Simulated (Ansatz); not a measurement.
Geometry optimisation, Ansatz 0.2.0, RKS r2SCANh-D4/def2-SVP.

input.yaml

```yaml
crystal:
  periodic: [false, false, false]
  atoms:
    - { symbol: B, position_ang: [0.099067, -0.358467, 0.29492] }
    - { symbol: "N", position_ang: [-0.049654, -0.376957, 1.769267] }
    - { symbol: H, position_ang: [-0.931676, -0.311031, 2.255737] }
    - { symbol: H, position_ang: [0.758539, -0.256447, 2.361363] }
    - { symbol: O, position_ang: [1.360915, -0.261746, -0.208273] }
    - { symbol: H, position_ang: [1.350445, -0.326761, -1.166758] }
    - { symbol: O, position_ang: [-0.959109, -0.477595, -0.569364] }
    - { symbol: H, position_ang: [-1.799224, -0.630038, -0.131924] }
    - { symbol: H, position_ang: [-0.186876, 2.026206, 0.28293] }
    - { symbol: H, position_ang: [-0.192126, 1.729736, 0.936102] }
basis:
  gaussian: { orbitals: def2-SVP }
hamiltonian:
  xc: r2scanh
  dispersion: d4
relax:
  f_tol: 0.03
  max_steps: 50
output:
  orbitals: {}
```

Run as:

```bash
$ ansatz run input.yaml --threads 2 --pin off --max-ram 3072MiB --backend cpu --events-out ev --progress --plain --runs-dir out
```

Problem. Where does it end, and by what steps?

Solution. The run converged. The force dipped under the threshold on the way, but the program's further checks kept it going. After 17 steps the energy has fallen by 0.293 eV; H9 moved furthest, 1.43 Å.

```
step  energy less start (eV)  largest force component (eV/Å)  accepted
   0                  0.0000                           2.024       yes
   1                 -0.1860                           0.986       yes
   2                 -0.2407                           0.272       yes
   3                 -0.2602                           0.154       yes
   4                 -0.2668                           0.183       yes
   5                 -0.2722                           0.249       yes
   6                 -0.2683                           0.316        no
   7                 -0.2779                           0.109       yes
   8                 -0.2826                           0.027       yes
   9                 -0.2846                           0.239       yes
  10                 -0.2837                           0.334        no
  11                 -0.2882                           0.034       yes
  12                 -0.2901                           0.064       yes
  13                 -0.2912                           0.217       yes
  14                 -0.2923                           0.088       yes
  15                 -0.2930                           0.061       yes
  16                 -0.2933                           0.041       yes
  17                 -0.2934                           0.011       yes
```

```xyz
10
Properties=species:S:1:pos:R:3
B 0.176 -0.670 0.207
N 0.016 -0.227 1.543
H -0.867 -0.113 2.015
H 0.819 -0.068 2.134
O 1.446 -0.846 -0.270
H 1.427 -1.123 -1.191
O -0.875 -0.927 -0.643
H -1.738 -0.765 -0.257
H -0.571 3.115 1.121
H -0.382 2.381 1.165
```

Whether the end is a true minimum wasn't checked by a vibrational analysis.

Time of the run: 41 s on 2 threads of Arm Neoverse V2, on a shared host, peak memory 0.18 GiB.
